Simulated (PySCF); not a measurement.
# Si₄, singlet: structure and spectrum

Computed with PBE0 in PySCF with Si def2-TZVP; no relativity; density-fitted integrals.

The structure is a minimum.

```
Point group                                                                   : D2h
Bond lengths                                                                  : Si–Si 2.307 Å (×4), Si–Si 2.391 Å
Bond angles                                                                   : Si–Si–Si 58.8° (×4), Si–Si–Si 62.4° (×2), Si–Si–Si 117.6° (×2)
Enthalpy at 298.15 K above 0 K                                                : 16.03 kJ/mol
Atomisation energy without zero-point energy                                  : 1161 kJ/mol
Heat capacity Cp at 298.15 K                                                  : 71.5 J/(mol K)
Zero-point energy                                                             : 12.8 kJ/mol
Lowest empty level                                                            : -3.72 eV
Highest occupied level                                                        : -6.37 eV
Principal polarisabilities                                                    : 76.3, 130.1, 179.2 bohr³
Principal quadrupole moments (Buckingham, traceless) about the centre of mass : -3.56, -2.51, 6.08 D Å
Entropy at 298.15 K and 1 bar                                                 : 306.6 J/(mol K)
Dipole moment                                                                 : 0.00 D
Rotational constants                                                          : 0.2108, 0.07742, 0.05662 cm⁻¹
Rotational symmetry number                                                    : 4
```

Harmonic modes (masses in u: Si 27.977):
```
symmetry  ω (cm⁻¹)  IR (km/mol)  μ (u)
     b3u        74          3.6  27.98
     b2u       251          3.0  27.98
      ag       362          0.0  27.98
     b3g       454          0.0  27.98
      ag       486          0.0  27.98
     b1u       514         77.9  27.98
```

In D2h the vibrations span b3u + b2u + 2ag + b3g + b1u. The ag, b3g modes carry no infrared intensity, as symmetry demands. With a centre of inversion only u modes can be infrared active and only g modes Raman active.

Charges (e):
```json
{"atom": "Si1", "Mulliken": "-0.04", "Löwdin": "-0.04", "polar tensor": "-0.24", "Mayer order to Si1": "–"}
{"atom": "Si2", "Mulliken": "-0.04", "Löwdin": "-0.04", "polar tensor": "-0.24", "Mayer order to Si1": "1.05"}
{"atom": "Si3,4", "Mulliken": "0.04", "Löwdin": "0.04", "polar tensor": "0.25", "Mayer order to Si1": "1.11"}
```
Other Mayer orders above 0.3: Si–Si 0.40, Si–Si 1.11 (×2).

Mulliken populations on Si1: s 5.66, p 8.20, d 0.16, f 0.01.

Outer orbital energies (eV). occupied: -17.06, -13.64, -11.45, -9.40, -7.50, -7.26, -6.60, -6.37; empty: -3.72, -2.33, -2.20, -0.94.

This need not be the most stable arrangement of these atoms.

The final relaxation and frequency run took 31 s on 4 threads of a shared Arm Neoverse V2 host, with 148 basis functions and 12 gradients; the process peaked at 1.6 GiB. Launch command: `OMP_NUM_THREADS=4 python axn.py task.json out`.
